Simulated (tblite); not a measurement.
C4H6S2Si.
Atom-mapped SMILES: `[SiH3:1][S:2][c:3]1[cH:4][cH:5][s:6][cH:7]1` (hydrogens: H8, H9, H10 on Si1; H11 on C4; H12 on C5; H13 on C7)

Computed with GFN2-xTB (tblite), gas phase: Langevin dynamics at 200 K from the optimised GFN2-xTB geometry, time step 0.5 fs, friction 0.01 fs⁻¹, 2000 steps. The instantaneous temperature is 2·E(kin)/(3Nk) with all 3N coordinates.

| t (fs) | T (K) | E(pot) above start (eV) | Si1–S2 (Å) | S2–C3 (Å) | C3–C4 (Å) | C4–C5 (Å) | C5–S6 (Å) | Si1–H8 (Å) | Si1–S2–C3–C4 (°) |
| --- | --- | --- | --- | --- | --- | --- | --- | --- | --- |
| 0 | 167 | 0.000 | 2.149 | 1.761 | 1.422 | 1.353 | 1.720 | 1.458 | -177 |
| 50 | 110 | 0.250 | 2.169 | 1.745 | 1.433 | 1.368 | 1.720 | 1.436 | -174 |
| 100 | 115 | 0.174 | 2.197 | 1.780 | 1.443 | 1.354 | 1.701 | 1.450 | -174 |
| 150 | 172 | 0.277 | 2.107 | 1.793 | 1.458 | 1.319 | 1.729 | 1.488 | -174 |
| 200 | 209 | 0.335 | 2.152 | 1.747 | 1.446 | 1.366 | 1.753 | 1.445 | -168 |
| 250 | 158 | 0.476 | 2.208 | 1.797 | 1.406 | 1.400 | 1.683 | 1.462 | -162 |
| 300 | 283 | 0.222 | 2.171 | 1.765 | 1.425 | 1.318 | 1.685 | 1.474 | -150 |
| 350 | 219 | 0.214 | 2.078 | 1.774 | 1.423 | 1.340 | 1.701 | 1.458 | -143 |
| 400 | 166 | 0.373 | 2.212 | 1.751 | 1.399 | 1.406 | 1.770 | 1.432 | -135 |
| 450 | 184 | 0.320 | 2.221 | 1.769 | 1.427 | 1.372 | 1.735 | 1.446 | -124 |
| 500 | 246 | 0.253 | 2.098 | 1.782 | 1.446 | 1.325 | 1.733 | 1.473 | -117 |
| 550 | 221 | 0.173 | 2.128 | 1.744 | 1.433 | 1.338 | 1.721 | 1.442 | -125 |
| 600 | 168 | 0.259 | 2.202 | 1.751 | 1.436 | 1.349 | 1.705 | 1.460 | -126 |
| 650 | 182 | 0.279 | 2.127 | 1.815 | 1.430 | 1.344 | 1.683 | 1.459 | -124 |
| 700 | 184 | 0.240 | 2.187 | 1.762 | 1.432 | 1.364 | 1.702 | 1.438 | -115 |
| 750 | 96 | 0.334 | 2.196 | 1.816 | 1.445 | 1.360 | 1.732 | 1.532 | -114 |
| 800 | 166 | 0.289 | 2.095 | 1.732 | 1.414 | 1.352 | 1.749 | 1.442 | -108 |
| 850 | 168 | 0.204 | 2.158 | 1.798 | 1.425 | 1.369 | 1.695 | 1.478 | -105 |
| 900 | 167 | 0.178 | 2.138 | 1.767 | 1.440 | 1.357 | 1.671 | 1.458 | -102 |
| 950 | 160 | 0.311 | 2.126 | 1.748 | 1.478 | 1.352 | 1.729 | 1.478 | -97 |
| 1000 | 198 | 0.205 | 2.172 | 1.783 | 1.412 | 1.361 | 1.707 | 1.482 | -100 |

Problem. From 500 fs on, how do temperature and potential energy compare with equipartition?

Solution. The mean temperature of these 11 frames is 178 K against the target 200 K, and the mean potential energy 0.25 eV against 33 × kT/2 = 0.28 eV for 33 classical harmonic modes. For 13 atoms in a canonical ensemble the temperature itself scatters by T·√(2/(3N)) = 45 K; here its standard deviation is 36 K. The whole run lasts only 10 friction times of 100 fs, so these averages carry a wide statistical error.

Problem. What are the kinetic and total energies of the listed frame with the highest potential energy?

Solution. The one at 250 fs, 0.476 eV above the start. Its kinetic energy is 3NkT/2 = 0.266 eV at 158 K, so the sum is 0.74 eV; over the listed frames the sum runs from 0.28 to 0.74 eV, since the thermostat adds and removes energy.

Problem. How much do the listed bonds fluctuate from 500 fs on?

Solution. 
```csv
bond,at the start (Å),mean (Å),standard deviation (Å)
Si1–S2,2.149,2.148,0.036
S2–C3,1.761,1.773,0.027
C3–C4,1.422,1.435,0.017
C4–C5,1.353,1.352,0.012
C5–S6,1.720,1.712,0.023
Si1–H8,1.458,1.468,0.025
```

The motion is classical and holds no zero-point motion.

What follows is the cost of the whole dynamics run. The run took 24 s wall on Arm Neoverse N1, one thread, shared host, and the process peaked at 0.18 GiB of memory.
